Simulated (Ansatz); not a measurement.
Mulliken charges of C3H6Al, SMILES `C=[CH][Al][CH3]` radical from r2SCAN/def2-TZVPP in Ansatz (PBE0-D4/def2-TZVP geometry).

```
atom   x (Å)   y (Å)   z (Å)  charge (e)
  C1  -1.105  -0.956  -0.901      -0.123
  C2   0.204  -1.108  -1.120      -0.275
 Al3   1.486  -0.034  -0.094       0.361
  C4   0.717   1.229   1.208      -0.378
  H5  -1.488  -0.250  -0.167       0.074
  H6  -1.866  -1.523  -1.438       0.072
  H7   0.498  -1.838  -1.874       0.060
  H8   1.472   1.794   1.756       0.074
  H9   0.065   1.945   0.695       0.068
 H10   0.101   0.690   1.937       0.067
```

By hand: the dipole of these point charges (1 e Å = 4.8032 D).

Σ q r = (0.251, 0.018, 0.007) e Å, of length 0.252 e Å = 1.21 D.

How does the dipole of the full density compare? (Best estimate.)

Computed: (-0.117, 0.002, 0.007) e Å, 0.56 D; the point charges give 2.16 times that, at 173° from its direction, so they point the opposite way.

Point charges leave out the atoms' own dipoles, such as those of lone pairs, and Mulliken's split depends on the basis, so the two needn't agree.
